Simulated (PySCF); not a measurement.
Compound: C3H6N2OSi2.
SMILES with atom numbers: `[CH3:1][Si@@H:2]([C:3]#[N:4])[O:5][SiH2:6][C:7]#[N:8]` (hydrogens: H9, H10, H11 on C1; H12 on Si2; H13, H14 on Si6)

The closed-shell SCF was solved with PySCF and density fitting under several settings on one GFN2-xTB geometry (grid level 2 and gas phase unless stated).

```
                                         settings  basis functions  SCF cycles     E (Eh)  HOMO (eV)  LUMO (eV)  dipole (D)
                                       PBE0/6-31G               92          14  -880.8904      -9.06      -1.01        0.69
PBE0/def2-SVPD, IEF-PCM water, level shift 0.1 Eh              219          11  -880.7366      -8.94      -1.16        1.03
```

**Question.** Estimate the row for these settings: wB97X-D/6-31G, fitting basis def2-universal-jkfit, level shift 0.3 Eh.

**Answer.** 
| settings | basis functions | SCF cycles | E (Eh) | HOMO (eV) | LUMO (eV) | dipole (D) |
| --- | --- | --- | --- | --- | --- | --- |
| wB97X-D/6-31G, fitting basis def2-universal-jkfit, level shift 0.3 Eh | 92 | 13 | -881.3692 | -10.92 | 0.81 | 0.68 |

**Question.** Over all rows, what range does the HOMO–LUMO gap span?

**Answer.** From 7.78 eV (PBE0/def2-SVPD, IEF-PCM water, level shift 0.1 Eh) to 11.73 eV (wB97X-D/6-31G, fitting basis def2-universal-jkfit, level shift 0.3 Eh). The functional of the narrowest has 25 % exact exchange, that of the widest range-separated exact exchange.

**Question.** And the dipole moment?

**Answer.** From 0.68 D (wB97X-D/6-31G, fitting basis def2-universal-jkfit, level shift 0.3 Eh) to 1.03 D (PBE0/def2-SVPD, IEF-PCM water, level shift 0.1 Eh); the largest is 1.51 times the smallest, and the median is 0.69 D.

Whole jobs, the steps after the SCF included, on AMD EPYC 9R45, one thread, on a shared host:

```json
{"settings": "PBE0/6-31G", "work after the SCF": "spin–spin couplings from 13 perturbed nuclei, spin–dipole term for 4 of them", "wall time": "10 s", "peak memory": "0.62 GiB"}
{"settings": "PBE0/def2-SVPD, IEF-PCM water, level shift 0.1 Eh", "work after the SCF": "shieldings", "wall time": "20 s", "peak memory": "1.0 GiB"}
{"settings": "wB97X-D/6-31G, fitting basis def2-universal-jkfit, level shift 0.3 Eh", "work after the SCF": "spin–spin couplings from 13 perturbed nuclei, spin–dipole term for 4 of them", "wall time": "13 s", "peak memory": "0.60 GiB"}
```

wB97X-D ran without the empirical dispersion term, which would shift the total energy alone. Cycle counts include a coarse-grid stage where the run had one. The species at its GFN2-xTB geometry.
